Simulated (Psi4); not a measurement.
iodine monochloride (ClI), singlet, geometry from GFN2-xTB (core potentials on I). Base run: BLYP/def2-TZVP (Psi4).

Input for Psi4:
```
memory 2 GB

molecule mol {
0 1
  Cl   -0.000000   -0.000000   -1.746255
  I     0.000000    0.000000    0.560119
}

set basis def2-tzvp
set reference rks

energy('blyp')
print_variables()
```

Variants of this job, named by their change:

| change | ΔE vs base (µEh) | SCF cycles | grid points | basis functions |
|---|---|---|---|---|
| base | 0.0 | 9 | 41559 | 87 |
| dft_radial_scheme = becke | 38.6 | 9 | 36129 | 87 |
| scf_type = direct | 22.6 | 11 | 41559 | 87 |
| diis_max_vecs = 3 | 0.0 | 19 | 41559 | 87 |
| guess = gwh | 0.0 | 12 | 41559 | 87 |
| damping_percentage = 20 | 0.7 | 19 | 41559 | 87 |
| scf_type = dfdirj+link | 0.0 | 9 | 41559 | 87 |
| guess = sadno | 0.0 | 11 | 41559 | 87 |
| e_convergence = 1e-10 | 0.0 | 11 | 41559 | 87 |
| dft_basis_tolerance = 1e-8 | 0.0 | 9 | 39744 | 87 |
| cholesky_tolerance = 1e-3 (with scf_type cd) | -2176 | 9 | 41559 | 87 |
| guess = sapgau | 0.0 | 13 | 41559 | 87 |
| level_shift = 0.3 | 0.0 | 10 | 41559 | 87 |
